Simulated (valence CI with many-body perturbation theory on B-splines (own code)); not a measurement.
Tb XLIII: one-electron terms

Level of theory: relativistic CI+MBPT: five valence electrons over a frozen Dirac-Fock core [Ar], a basis of 7 s, 7 p, 8 d, 6 f, 4 g, 1 h functions for each j, with the one-electron correlation potential Σ1 (screened to all orders), the two-electron term Σ2, the three-electron term Σ3, Breit, model QED; selected single and double excitations, second order for the rest, scaled by the run's own slope (own B-spline code, finite nucleus).

The last digits are not significant, and no measured levels were compared; by estimate large intervals hold to a few tenths of a per cent, small ones and those within an open d or f shell to about a per cent. Among the levels kept, up to 250 cm⁻¹ of a level comes from second order outside the variational space, and about a tenth of that is noise between levels of different J, which matters for small intervals. Only levels of the ground parity were solved; by the run's estimate the other parity begins above the list, which can be wrong where configurations are misplaced.

These are the spectroscopic orbitals of the CI (the correlating ones are not listed), shaped by the core and the other valence electrons. h is the expectation value of the core's Dirac-Fock operator, without the valence repulsion; Σ1 is computed up to l = 3 at one energy for each symmetry, that of its lowest orbital but kept below the first core excitation, so for empty shells it is not the orbital's own correlation shift; Breit and QED include the response of the core.

| Orbital | h (hartree) | Σ1 (cm⁻¹) | Breit (cm⁻¹) | QED (cm⁻¹) | ⟨r⟩ (bohr) |
| --- | --- | --- | --- | --- | --- |
| 4s1/2 | -83.387 | -7703 | 8828 | 6664 | 0.4461 |
| 5s1/2 | -51.158 | -2959 | 4293 | 3302 | 0.7266 |
| 6s1/2 | -34.587 | -1485 | 2357 | 1845 | 1.079 |
| 4p1/2 | -80.831 | -10285 | 14007 | 28.8 | 0.4409 |
| 5p1/2 | -49.89 | -3766 | 6970 | 21.9 | 0.7264 |
| 6p1/2 | -33.871 | -1856 | 3883 | 14.2 | 1.084 |
| 4p3/2 | -78.284 | -9617 | 8421 | 673 | 0.4566 |
| 5p3/2 | -48.655 | -3659 | 4222 | 345 | 0.7457 |
| 6p3/2 | -33.178 | -1830 | 2534 | 196 | 1.107 |
| 3d3/2 | -140.05 | -21458 | 18753 | -1460 | 0.1979 |
| 4d3/2 | -74.709 | -10201 | 6852 | -409 | 0.4332 |
| 5d3/2 | -46.922 | -3951 | 3338 | -187 | 0.7337 |
| 3d5/2 | -138.48 | -19894 | 9747 | -582 | 0.2013 |
| 4d5/2 | -74.125 | -9800 | 3600 | -111 | 0.4374 |
| 5d5/2 | -46.632 | -3765 | 1737 | -42.4 | 0.7388 |
| 4f5/2 | -70.838 | -24636 | 908 | -266 | 0.3926 |
| 5f5/2 | -45.118 | -9922 | 405 | -127 | 0.7019 |
| 4f7/2 | -70.632 | -20445 | -113 | -147 | 0.3944 |
| 5f7/2 | -45.006 | -8206 | -17.9 | -66.0 | 0.7041 |
| 5g7/2 | -44.106 |  | 70.9 | -33.5 | 0.6325 |
| 5g9/2 | -44.055 |  | -34.0 | -4.3 | 0.6336 |

Among the shells of the start configuration 3d5, Σ1 is largest in size for 3d3/2, where it is 0.070 % of h.

Lowest root of each symmetry, sizes in configuration state functions:

```
   J  Parity  Roots  Reference  Variational  Second order  Change by selected CI (cm⁻¹)  Change by second order (cm⁻¹)
 1/2    even      4         74        17610         57640                        -20638                             -3
 3/2    even      7        127        25896        215333                        -19712                            -36
 5/2    even     10        152        27400        166941                        -19021                           -105
 7/2    even      7        137        24989        269595                        -18980                           -242
 9/2    even      5        107        25166         18857                        -19548                           -191
11/2    even      3         67        25315         10939                        -18902                            -39
13/2    even      1         35        19556          6642                        -18338                             -9
```
